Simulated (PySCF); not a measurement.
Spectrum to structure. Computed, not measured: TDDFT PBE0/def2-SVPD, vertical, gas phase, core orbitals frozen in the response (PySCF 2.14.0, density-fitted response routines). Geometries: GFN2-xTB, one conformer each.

```tsv
state	E (eV)	f
S1	7.38	0.0021
S2	7.48	0.0028
S3	8.22	0.011
S4	8.34	0.045
S5	8.86	0.016
S6	9.05	0.0063
```

**Question.** Which candidate is it?
A. `Cl[C@@]12[C@@]3([C@]([C@H]13)(F)C=C2)Cl`
B. `O=C(Cl)/C=C\C(F)(F)F`
C. `FC(F)(F)OCCCl`

**Answer.** C. Its S1, at 7.38 eV, is the highest among the candidates; the nearest of the others has S1 at 5.57 eV. S1 is HOMO→LUMO (86%), HOMO→LUMO+1 (10%). Löwdin shares by element: HOMO chlorine 79%, carbon 12% or more; LUMO chlorine 42%, carbon 31% or more, hydrogen 9% or more (atoms not listed hold the other 18%). At the same level the other candidates give, for their lowest levels:
- `F[C@@]12C=C[C@@]3(Cl)[C@@H]1[C@]32Cl`: 5.57 eV (f 0.023); 5.94 eV (f 0.026); 5.99 eV (f 0.006); 6.26 eV (f 0.076); 6.52 eV (f 0.003); T1 3.67 eV; HOMO -7.45, LUMO -0.88 eV
- `O=C(Cl)/C=C\C(F)(F)F`: 4.02 eV (f 0.000); 5.18 eV (f 0.000); 5.62 eV (f 0.063); 6.06 eV (f 0.328); 6.78 eV (f 0.000); T1 3.53 eV; HOMO -9.02, LUMO -3.20 eV

The values belong to the conformer `[F:1][C:2]([F:3])([F:4])[O:5][CH2:6][CH2:7][Cl:8]`: F1–C2–O5–C6 59°, C2–O5–C6–C7 -178°, O5–C6–C7–Cl8 71°.
Triplets come from the Tamm–Dancoff approximation.

Without π bonds the low states may be Rydberg-like; a valence basis with one diffuse set may place them up to an eV too high.
